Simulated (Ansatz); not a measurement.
(HZn-mu-F)2 (Zn2H2F2), relaxed as a singlet with RKS r2SCAN-D4/def2-SVP in Ansatz, starting from the GFN2-xTB geometry. Force threshold 0.02 eV/Å.

Start:

```
atom    x (Å)    y (Å)    z (Å)
 Zn1   1.2037  -0.7988   0.2523
  H2   2.3852  -1.5819   0.5073
  F3  -0.6674  -0.8008   0.6411
 Zn4  -1.2046   0.7975  -0.2545
  H5  -2.3852   1.5841  -0.5018
  F6   0.6682   0.8000  -0.6445
```

```csv
step,energy (eV),largest force component (eV/Å),SCF passes
1,-102287.2149,1.206,23
2,-102287.2914,0.503,27
3,-102287.3100,0.099,27
4,-102287.3105,0.018,28
```

Force components are those of the run's own axes.

End:

```xyz
6

Zn    1.2047   -0.7995    0.2555
H     2.4502   -1.6235    0.5197
F    -0.6799   -0.8167    0.6514
Zn   -1.2048    0.7999   -0.2544
H    -2.4488    1.6270   -0.5153
F     0.6786    0.8128   -0.6570
```

By distances, no bond broke or formed. The bond that changes most is Zn4–H5, from 1.44 to 1.52 Å (atoms count from 1).

No frequencies were taken in this run, so the end may be a saddle point.

Run time 23 s (2 threads of Arm Neoverse V1 on a shared host).
